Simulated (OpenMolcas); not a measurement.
**Co6+, Rh6+, Ir6+: d³ down the group**

```json
{
  "Program": "OpenMolcas 26.06",
  "Method": "CASSCF",
  "Basis": "ANO-RCC-VTZP",
  "Scalar Hamiltonian": "DKH2, point nucleus",
  "Spin-orbit coupling": "state interaction with AMFI integrals over the reference wave functions, term energies averaged over their components"
}
```

Active space for each ion: 3 electrons in 10 orbitals (d d).

Computed levels in cm-1 above ⁴F_3/2:

```
                               Level   Co6+   Rh6+   Ir6+
                              ⁴F_5/2    731   1828   7984
                              ⁴F_7/2   1711   4040  14362
                              ⁴F_9/2   2905   6437  18472
                              ⁴P_1/2  25630  18017  21896
                              ²G_7/2  26441  20201  29031
                              ⁴P_5/2  26812  20872  31619
                              ²G_9/2  27387  21294  46645
                              ²P_3/2  34871  31792  51931
                              ²P_1/2  34873  26378  37912
weight of ⁴F in the lowest level (%)    100     98     83
```

Mixed levels, with the weight of the term that names them: Co6+ ²P_3/2 (71 %), Rh6+ ²G_9/2 (68 %), Rh6+ ²P_3/2 (53 %), Ir6+ ⁴F_9/2 (56 %), Ir6+ ⁴P_1/2 (73 %), Ir6+ ²G_9/2 (59 %), Ir6+ ²P_3/2 (58 %), Ir6+ ²P_1/2 (73 %).

Measured, with the error of the calculation in %. Measured levels: Co6+ from Sugar and Corliss, J. Phys. Chem. Ref. Data 10, 1097 (1981).

```csv
Level,Co6+
⁴F_5/2,698 (+4.7)
⁴F_7/2,1610 (+6.3)
⁴F_9/2,2723 (+6.7)
⁴P_1/2,21096 (+21.5)
⁴P_5/2,22187 (+20.8)
```

The fine-structure level ⁴F_9/2 changes by a factor of 6.36 from Co6+ to Ir6+.

Without spin-orbit coupling ⁴P lies 24708, 16019, 14440 cm-1 above ⁴F in that order; the difference to the level ⁴P_1/2, of either sign, comes from spin-orbit coupling, which also lowers the zero.

Without dynamic correlation excited terms often stand tens of per cent too high (terms of higher spin than the ground term too low), and those without a measured partner can miss by more than the paired ones. Active for correlation alone: 4d; no level in the range computed is led by a configuration that fills it, so any true level of that kind is missing (holds for Co6+). Active for correlation alone: 5d; no level in the range computed is led by a configuration that fills it, so any true level of that kind is missing (holds for Rh6+). Active for correlation alone: 6d; no level in the range computed is led by a configuration that fills it, so any true level of that kind is missing (holds for Ir6+). Measured partners are found by configuration, term and J. A level has none where our copy of the source lacks it or the pairing is in doubt (some pairs that miss far off the trend of their configuration count as doubtful), and it then counts in no deviation. Levels of configurations outside the active space are missing.
